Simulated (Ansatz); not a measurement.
CH₄BClOS, SMILES `COB(S)Cl` at its PBE0-D4/def2-TZVP geometry, where that method's forces vanish. Charge 0, multiplicity 1.

```xyz
9

C     0.0336   -0.1232    1.4075
O     0.4397    0.2500    0.1007
B    -0.2590   -0.0512   -1.0036
S     0.3192    0.4567   -2.6357
Cl   -1.7787   -0.9571   -0.9352
H    -0.0294   -1.2093    1.4988
H    -0.9382    0.3108    1.6508
H     0.7859    0.2576    2.0965
H     1.4270    1.0657   -2.1798
```

(1) What forces (eV/Å) does r2SCAN-D4/def2-TZVPP give on these atoms in Ansatz? (Best estimate.)

Answers

(1) The calculation gave: 
```
C1  -0.082 -0.084  0.340
O2   0.202  0.133 -0.125
B3  -0.036 -0.010 -0.105
S4   0.017  0.019 -0.090
Cl5 -0.106 -0.064  0.006
H6  -0.003  0.015 -0.007
H7   0.011 -0.008 -0.009
H8  -0.015 -0.007 -0.017
H9   0.011  0.006  0.009
```
